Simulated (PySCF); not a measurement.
Mayer bond orders and bond lengths

Compound: C3H8OS2Si.
Atom-mapped SMILES: `[SiH3:1][O:2][C@@H:3]1[S:4][CH2:5][C@H:6]1[SH:7]` (hydrogens: H8, H9, H10 on Si1; H11 on C3; H12, H13 on C5; H14 on C6; H15 on S7)

Cartesian coordinates in Å at the GFN2-xTB level; atoms count from 1:
```
atom  x, y, z in Å
Si1    2.404   -0.917    0.358
O2     1.173   -0.053    0.993
C3     0.236    0.704    0.373
S4    -0.932    1.572    1.513
C5    -2.029    0.879    0.218
C6    -0.924   -0.043   -0.284
S7    -0.744   -0.186   -2.094
H8     1.887   -1.990   -0.495
H9     2.985   -1.381    1.603
H10    3.260   -0.047   -0.448
H11    0.687    1.446   -0.298
H12   -2.299    1.653   -0.499
H13   -2.918    0.395    0.613
H14   -0.995   -1.046    0.140
H15   -1.796   -0.980   -2.277
```

Bond orders from the PBE0/pcSseg-1 density (PySCF). Isolated species at its GFN2-xTB geometry (one conformer only).

How far do the computed orders between heavy atoms stray from the drawn ones?

The largest departure is 0.083, at Si1–O2 (drawn single, 0.917) and O2–C3 (drawn single, 0.918).

Give the Mayer order of every bond between heavy atoms, beside its length.

```tsv
bond	drawn as	length (Å)	Mayer order
Si1–O2	single	1.633	0.917
O2–C3	single	1.355	0.918
C3–S4	single	1.849	1.009
S4–C5	single	1.833	1.001
C5–C6	single	1.524	0.952
C6–S7	single	1.825	1.037
C6–C3	single	1.528	0.943
```

By pair of heavy elements: C–S: lowest S4–C5 (1.001, 1.833 Å), highest C6–S7 (1.037, 1.825 Å). C–C: all 2 within 0.02 of one another (0.943 to 0.952).

And the bonds to hydrogen?

H–Si: 0.92 to 0.94 (3 bonds); C–H: 0.91 to 0.95 (4 bonds); H–S: 0.93 (1 bond).

Sum the orders of all bonds at each heavy atom with more than one neighbour and set the sums beside the valence in the SMILES.

Si1 3.698 (drawn 4), O2 1.835 (drawn 2), C3 3.788 (drawn 4), S4 2.010 (drawn 2), C5 3.831 (drawn 4), C6 3.846 (drawn 4), S7 1.966 (drawn 2). Orders between atoms that aren't bonded are not in these sums.

The Mayer order sums products of elements of PS (density times overlap matrix) between the two atoms' basis functions, so it depends on the basis set.

These values come from a run that also computed NMR shieldings. Hardware: one thread of an Arm Neoverse V2, no GPU, shared host. Cost: 26 s of wall time, 0.82 GiB resident at most.
